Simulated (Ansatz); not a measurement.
`COc1ccc(-c2ccc(-c3ccc(-c4ccc(-c5ccc(-c6ccc(C(F)=C(F)F)cc6)cc5)cc4)cc3)cc2)cc1` with charge +1. Charge 1, multiplicity 2. Geometry PBE-D4/def2-SVP, that of the neutral singlet.

```xyz
70

C     2.526    3.564  -13.791
O     1.368    2.939  -13.273
C     1.320    2.669  -11.940
C     0.140    2.050  -11.473
C    -0.005    1.737  -10.123
C     1.016    2.024   -9.182
C     0.856    1.694   -7.747
C     1.959    1.306   -6.952
C     1.807    1.001   -5.596
C     0.544    1.066   -4.964
C     0.382    0.745   -3.526
C     1.421    0.986   -2.597
C     1.268    0.685   -1.241
C     0.067    0.131   -0.741
C    -0.097   -0.186    0.696
C     0.996   -0.614    1.486
C     0.839   -0.915    2.841
C    -0.418   -0.802    3.480
C    -0.585   -1.124    4.916
C    -1.799   -1.653    5.414
C    -1.957   -1.959    6.768
C    -0.909   -1.753    7.696
C    -1.076   -2.082    9.130
C     0.013   -2.524    9.916
C    -0.144   -2.841   11.267
C    -1.406   -2.728   11.898
C    -1.505   -3.077   13.314
F    -0.339   -3.386   13.932
C    -2.610   -3.156   14.099
F    -3.845   -2.908   13.683
F    -2.576   -3.492   15.376
C    -2.502   -2.279   11.120
C    -2.333   -1.967    9.770
C     0.305   -1.224    7.198
C     0.462   -0.917    5.844
C    -1.510   -0.371    2.691
C    -1.354   -0.072    1.335
C    -0.972   -0.110   -1.670
C    -0.818    0.188   -3.026
C    -0.560    1.452   -5.760
C    -0.408    1.758   -7.115
C     2.189    2.640   -9.668
C     2.350    2.963  -11.023
H     3.439    2.944  -13.639
H     2.698    4.566  -13.336
H     2.356    3.690  -14.877
H    -0.649    1.815  -12.203
H    -0.923    1.232   -9.787
H     2.951    1.205   -7.417
H     2.683    0.665   -5.021
H     2.355    1.455   -2.940
H     2.086    0.922   -0.543
H     1.981   -0.751    1.015
H     1.705   -1.284    3.412
H    -2.623   -1.865    4.717
H    -2.902   -2.406    7.110
H     1.001   -2.653    9.450
H     0.717   -3.193   11.851
H    -3.493   -2.160   11.575
H    -3.197   -1.593    9.201
H     1.130   -1.014    7.895
H     1.408   -0.471    5.502
H    -2.496   -0.233    3.161
H    -2.219    0.296    0.763
H    -1.907   -0.577   -1.326
H    -1.635   -0.052   -3.724
H    -1.553    1.553   -5.296
H    -1.284    2.092   -7.692
H     2.992    2.903   -8.964
H     3.276    3.455  -11.351
```

Single mean-field runs in def2-SVP are fitted with def2-universal-jkfit.

(1) Estimate the α-spin orbital energies around the gap (eV) in Ansatz with PBE-D4/def2-SVP, r2SCANh-D4/def2-SVP, PBE0-D4/def2-SVP.

Answers

(1) 
```csv
orbital,PBE-D4/def2-SVP,r2SCANh-D4/def2-SVP,PBE0-D4/def2-SVP
HOMO−5,-8.71,-9.40,-9.82
HOMO−4,-8.69,-9.33,-9.69
HOMO−3,-8.50,-9.22,-9.65
HOMO−2,-8.01,-8.67,-9.08
HOMO−1,-7.61,-8.22,-8.60
HOMO,-7.46,-8.03,-8.37
LUMO,-4.90,-4.71,-4.37
LUMO+1,-4.52,-4.27,-3.86
LUMO+2,-3.97,-3.65,-3.23
LUMO+3,-3.78,-3.45,-3.09
LUMO+4,-3.72,-3.35,-2.96
LUMO+5,-3.63,-3.25,-2.85
β HOMO,-7.48,-7.85,-8.04
β LUMO,-7.34,-7.55,-7.54
```
